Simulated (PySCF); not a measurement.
CH₃Zn, neutral, multiplicity 2. Atoms are numbered in the order given.

```xyz
5

Zn     0.0000     0.0000    -0.4973
C      0.0000     0.0000     1.5440
H      0.9034     0.5216     1.8852
H      0.0000    -1.0432     1.8852
H     -0.9034     0.5216     1.8852
```
Charge 0, spin multiplicity 2.

The structure is a stationary point at PBE-D3(BJ)/def2-TZVP. The multiplicity is an assumed one; other spin states were not compared. The isomer is the one that the SMILES or the coordinates give; other isomers of the formula were not compared.

All values below come from PySCF with PBE0/def2-TZVPD.

Mulliken values depend strongly on the basis, most of all with diffuse functions as here. Atomic charges (e):

```json
[
 {"atom": "Zn1", "meta-Löwdin": "?", "Mulliken": "0.10", "Mulliken spin": "0.67"},
 {"atom": "C2", "meta-Löwdin": "?", "Mulliken": "-0.55", "Mulliken spin": "0.40"},
 {"atom": "H3", "meta-Löwdin": "?", "Mulliken": "0.15", "Mulliken spin": "-0.02"},
 {"atom": "H4", "meta-Löwdin": "?", "Mulliken": "0.15", "Mulliken spin": "-0.02"},
 {"atom": "H5", "meta-Löwdin": "?", "Mulliken": "0.15", "Mulliken spin": "-0.02"}
]
```

Question: Complete the blanks. (An estimate is asked for; the answer gives what the named calculation found.)

Answer: 
- Zn1, meta-Löwdin: 0.49
- C2, meta-Löwdin: -0.83
- H3, meta-Löwdin: 0.11
- H4, meta-Löwdin: 0.11
- H5, meta-Löwdin: 0.11
